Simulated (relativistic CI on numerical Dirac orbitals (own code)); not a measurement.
# O²⁺: what numerical and physical settings do to a radial Dirac CI calculation

Reference input:

```
atom O  Z=8  charge=2  electrons=6
nucleus A=16  rms_radius_fm=2.6991
hamiltonian dirac-coulomb  breit=on  qed=on  c_scale=1
orbitals kli  potential=per-configuration
slater_scale 1
correlation none
mixing on
grid step=0.0125 r_max=24.9
scf mixing=0.4 start=green max_iterations=150 tolerance=2e-08 node_fill=0.05
configurations
  [He] 2s2 2p2
  [He] 2s 2p3
  [He] 2p4
end
```

Computed lowest total energy -73.16725 Ha, first excitation 110.3 cm⁻¹, 27 SCF steps. Runs with settings changed; * marks those that are bad on purpose:

```tsv
Changed	Outcome	Lowest level	ΔE (Ha)	First excitation (cm⁻¹)	SCF steps	Message
iteration limit 20, SCF mixing 0.2, start potential previous	converged	2s2 2p2 3P_0	2.65e-11	110.3	28	
SCF mixing 0.9	converged	2s2 2p2 3P_0	-3.95e-11	110.3	21	
grid step 0.02	converged	2s2 2p2 3P_0	1.64e-06	110.3	27	
configuration list: no such shell *	refused				0	configuration [He] 2d4: l must be smaller than n
SCF tolerance 0.3 *	converged	2s2 2p2 3P_0	0.000624	110.1	9
```

With so few configurations and no correlation, terms lie too far apart (by 10 to 50 % near neutrality), their order can be wrong, and levels of other configurations are missing.
